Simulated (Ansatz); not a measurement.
Isomers of C₂H₈SSn, relaxed with PBE0-D4/def2-TZVP in Ansatz; electronic energies, one conformer each and not always the lowest. Functionals use def2-TZVPP; CBS adds triple-zeta CCSD(T) − MP2 to the MP2 limit of def2-TZVPP and def2-QZVPP.

Elements past krypton have def2 core potentials. Outer-core shells of Sn are correlated without core-valence functions. Spin–orbit coupling is left out.

(1) Order them by energy at frozen-core CCSD(T)/CBS, lowest first. (Best estimate.)
A. `CS[CH2][SnH3]`
B. `CC[S][SnH3]`
C. `C[S][SnH2][CH3]`

(2) How do PBE-D4, r2SCAN-D4, ωB97M-V, HF/CBS(def2) place them (kcal/mol, against `C[S][SnH2][CH3]`)? (Best estimate.)

Answers

(1) C (0.0 kcal/mol), B (7.0 kcal/mol), A (26.6 kcal/mol).

(2) Ansatz gave: 
```tsv
isomer	PBE-D4	r2SCAN-D4	ωB97M-V	HF/CBS(def2)
`CC[S][SnH3]`	5.6	5.9	5.7	5.4
`CS[CH2][SnH3]`	25.2	26.0	25.2	26.6
```
